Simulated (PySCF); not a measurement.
**Correlation energy of Se⁺ (selenium, charge +1)**

[Ar] 3d10 4s2 4p3, high-spin 4S determinant. Computed with PySCF 2.14 in aug-cc-pVDZ-DK, with the spin-free X2C one-electron Hamiltonian (Gaussian nucleus). Frozen: [Ar] 3d10; 5 electrons correlated.

MP2 pair energies summed by pair of shells (mhartree):

```json
{"pair": "4s-4p", "energy": "-37.36", "share (%)": "65.1"}
{"pair": "4p-4p", "energy": "-13.53", "share (%)": "23.6"}
{"pair": "4s-4s", "energy": "-6.49", "share (%)": "11.3"}
```

Total MP2 correlation energy: -57.38 mhartree.

Same-spin part -15.49 and opposite-spin part -41.89 mhartree; SCS-MP2 scales them by 1/3 and 6/5 to -55.43 mhartree.

| level | correlation energy (mhartree) |
| --- | --- |
| CCSD | -72.14 |
| (T) | -0.82 |
| CCSD(T) | -72.96 |

Diagnostics: T1 = 0.0017, D1 = 0.0031, largest double amplitude 0.046.

Problem. Is a single reference adequate?

Solution. Yes, within this model without spin-orbit coupling: T1 lies below 0.03 and no double amplitude reaches 0.07.
